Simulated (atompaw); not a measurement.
# Ranking PAW (atompaw) potentials for cobalt

All share these settings but for the change named:

Co, PAW, made with atompaw 4.2.0.5 (PBE, scalar-relativistic). Core [Ne], reference 3s2 3p6 3d7 4s1.5 4p0 (charge +0.5). Waves: 3s (bound): rc 1.30 bohr; 4s (bound): rc 1.45 bohr; 3p (bound): rc 1.35 bohr; 4p (bound, empty): rc 1.45 bohr; 3d (bound): rc 1.45 bohr; 3d channel at 0.25 Ry: rc 1.45 bohr. Local part: vpsmatchnc scheme with l = 3 at 0 Ry, radius 1.40 bohr. Core correction: smooth core density matched at 1.20 bohr. Augmentation charge: gaussian compensation charge, radius 1.25 bohr; PAW radius 1.45 bohr; waves and projectors: custom polynom vanderbiltortho.

Cutoff: the first of the cutoffs (Ry, on a coarse ladder) from which the occupation-weighted sum of valence levels, in a spherical-Bessel basis at the reference potential, stays within 10 and 1 mRy of its value at 400 Ry; the density cutoff is not measured.

The base gives 70 Ry.

Of 7 variants that were run, those that failed, showed a ghost or another fault, or gave nearly equal values are left out.

A variant can come out equal or close to the base.

**Question.** Rank these variants from softest to hardest (loose cutoff).
A. waves 3s (bound); 4s (bound); 3p (bound); 4p (bound); 3d (bound); 3d channel at 0.25 Ry; augmentation gaussian compensation charge, radius 1.25 bohr; PAW radius 1.45 bohr; waves and projectors: bloechl
B. local potential ultrasoft scheme with l = 3 at 0 Ry, radius 1.40 bohr
C. wave 3d (bound): rc 1.45 bohr becomes 3d (bound): rc 0.78 bohr

**Answer.** B (70 Ry), A (140 Ry), C (230 Ry).
